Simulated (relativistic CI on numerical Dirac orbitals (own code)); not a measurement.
# Lu II: calculation against measurement

Method of calculation: Dirac-Coulomb-Breit CI, separate exchange-only KLI orbitals for each configuration, model QED, valence Slater integrals scaled by 0.85, P86 correlation energy added to each configuration (own radial code, finite nucleus).

Configuration list (outside the closed core [Xe]): 4f¹⁴6s², 4f¹⁴6s5d, 4f¹⁴6s6p, 4f¹⁴5d6p, 4f¹⁴6s7s, 4f¹⁴6s6d, 4f¹⁴5d5f, 4f¹⁴6s7p, 4f¹³6s²5d, 4f¹⁴6s8s, 4f¹⁴5d², 4f¹³5d³, 4f¹⁴6p², 4f¹³5d6p², 4f¹⁴5d6d, 4f¹³5d²6d, 4f¹⁴5d7s, 4f¹³5d²7s. Double excitations out of closed p, d and f shells are left out; levels of such configurations are missing from the list, as are those of other unlisted configurations, and high levels can miss mixing partners.

```
Configuration  Term (tabulated)  J  Measured (cm⁻¹)  Computed  Error  Purity (%)
      4f¹⁴6s²                1S  0              0.0         0      0          95
     4f¹⁴6s5d                3D  1          11796.2     11113   -683         100
     4f¹⁴6s5d                3D  2          12435.3     11600   -835          96
     4f¹⁴6s5d                3D  3          14199.1     12760  -1439         100
     4f¹⁴6s5d                1D  2          17332.6     15926  -1406          83
     4f¹⁴6s6p               3P°  0          27264.4     23486  -3779          97
     4f¹⁴6s6p               3P°  1          28503.2     24640  -3863          93
      4f¹⁴5d²                3F  2          29406.7     27497  -1910          99
      4f¹⁴5d²                3F  3          30889.1     28339  -2550         100
     4f¹⁴6s6p               3P°  2          32453.3     28119  -4334          96
      4f¹⁴5d²                3F  4          32503.6     29381  -3123          99
      4f¹⁴5d²                3P  0          35652.1     33372  -2280          95
      4f¹⁴5d²              3P †  1          36557.1     33885  -2672          98
     4f¹⁴6s6p               1P°  1          38223.5     33959  -4265          61
      4f¹⁴5d²              3P †  2          38574.9     33919  -4656          63
     4f¹⁴5d6p               3F°  2          41225.0     38202  -3023          68
     4f¹⁴5d6p               3F°  3          44918.7     41266  -3653          95
     4f¹⁴5d6p               1D°  2          45458.6     41632  -3826          63
     4f¹⁴5d6p               3D°  1          45532.3     42328  -3205          95
     4f¹⁴5d6p               3D°  2          46904.4     43343  -3561          91
     4f¹⁴5d6p               3F°  4          48536.8     44178  -4359         100
     4f¹⁴5d6p               3D°  3          48733.2     45016  -3717          92
     4f¹⁴5d6p               3P°  0          49963.6     46427  -3537          97
     4f¹⁴5d6p               3P°  1          50049.2     46507  -3542          94
     4f¹⁴5d6p               3P°  2          51201.7     47116  -4086          86
     4f¹⁴5d6p               1F°  3          53079.3     51338  -1741          95
     4f¹⁴5d6p               1P°  1          59122.4     58259   -863          62
     4f¹⁴6s7s                3S  1          63774.3     62042  -1732          98
     4f¹⁴6s7s                1S  0          68988.8     64838  -4151          63
```

Measured levels from NIST Handbook of Basic Atomic Spectroscopic Data (Sansonetti and Martin, J. Phys. Chem. Ref. Data 34, 1559 (2005)); pairs were made by configuration, J and term (by order where the table uses no LS term), so strongly mixed levels may be paired wrongly.

Mean error by configuration (cm⁻¹): 4f¹⁴6s5d -1091; 4f¹⁴6s6p -4060; 4f¹⁴5d² -2466; 4f¹⁴5d6p -3259; 4f¹⁴6s7s -2942. Over the excited levels the mean absolute error is 2902 cm⁻¹ (28 of the 29 excited levels that our extract of the source holds in range could be paired, and the others can miss by more), and the median relative error of those above 1,000 cm⁻¹ is 7.6 %. † marks terms whose computed intervals miss the measured ones by more than a factor of 2.5, or configurations far off the rest, from wrong mixing, a near crossing or a doubtful label or measurement; they are left out of the means.

Transition probabilities of persistent lines. The last column rescales the computed rate by the cube of measured over computed energy:

```csv
λ measured (Å),Lower,Upper,A tabulated (s⁻¹),A computed,A rescaled
2195.54 air,4f¹⁴6s² ¹S0,4f¹⁴5d6p ³D°1,7.14e+07,2.05e+07,2.56e+07
2615.42 air,4f¹⁴6s² ¹S0,4f¹⁴6s6p ¹P°1,4.53e+08,3.70e+08,5.27e+08
2754.17 air,4f¹⁴6s5d ³D2,4f¹⁴5d6p ³D°3,9.20e+07,9.24e+07,1.18e+08
2894.84 air,4f¹⁴6s5d ³D3,4f¹⁴5d6p ³D°3,1.66e+08,2.06e+08,2.53e+08
2911.39 air,4f¹⁴6s5d ³D3,4f¹⁴5d6p ³F°4,2.42e+08,2.68e+08,3.50e+08
3077.60 air,4f¹⁴6s5d ³D2,4f¹⁴5d6p ³F°3,1.24e+08,1.58e+08,2.07e+08
3254.31 air,4f¹⁴6s5d ³D3,4f¹⁴5d6p ³F°3,6.00e+07,5.56e+07,6.95e+07
3507.39 air,4f¹⁴6s² ¹S0,4f¹⁴6s6p ³P°1,1.25e+07,6.04e+06,9.35e+06
6221.87 air,4f¹⁴6s5d ³D2,4f¹⁴6s6p ³P°1,9.90e+06,7.56e+06,1.41e+07
```
